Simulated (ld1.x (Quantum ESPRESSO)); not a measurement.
**Be: one change to a TM potential, before and after**

beryllium, norm-conserving Troullier–Martins (Kleinman–Bylander form), made with ld1.x (Quantum ESPRESSO) 7.5 (PBE, scalar-relativistic). Core [He], reference 2s1 2p1. Waves: 2s (bound): rc 1.75 bohr; 2p (bound): rc 4.20 bohr; 3d channel at 0.35 Ry: rc 4.05 bohr. Local part: the d channel. Core correction: Bessel-smoothed model core inside 0.80 bohr.

All-electron outer shells of the reference configuration (PBE, scalar-relativistic, ld1.x):

```tsv
shell	level (eV)	outermost node (bohr)	outermost maximum (bohr)
1s	-107.63	–	0.27
2s	-6.16	0.59	2.02
2p	-2.53	–	2.23
```

Change: wave 2p (bound): rc 4.20 bohr becomes 2p (bound): rc 6.48 bohr.

Cutoffs: the cutoffs (Ry, on a coarse ladder) from which the occupation-weighted sum of valence levels, in a spherical-Bessel basis at the reference potential, stays within 10 and 1 mRy of its value at 400 Ry; they do not see the model core or the augmentation charge, which bear on the density cutoff. Errors are all-electron minus pseudo energies relative to the spin-unpolarised reference configuration.

Task: How do hardness, ghosts and transferability respond?

Result: The potential gets neither clearly harder nor softer (8 Ry and 15 Ry → 8 Ry and 15 Ry); of the 5 tests that both files solve, the error grows in 5 and shrinks in 0 by more than 15 % and 0.3 meV (median size 27.4 → 109.1 meV); neither file shows a bound ghost. More of the atom is replaced by a form fitted at one configuration, so other configurations suffer.

```tsv
quantity	base	changed
cutoff, loose	8 Ry	8 Ry
cutoff, tight	15 Ry	15 Ry
bound ghosts	none	none
error for 2s2 2p0, meV [ΔE -3.61 eV]	-25	-66
error for 2s1 2p0, meV [ΔE 5.94 eV]	+86	+322
error for 2s1.5 2p0, meV [ΔE 0.15 eV]	+20	+109
error for 2s0 2p2, meV [ΔE 3.64 eV]	-27	-66
error for 2s0 2p1, meV [ΔE 9.85 eV]	-79	-176
```
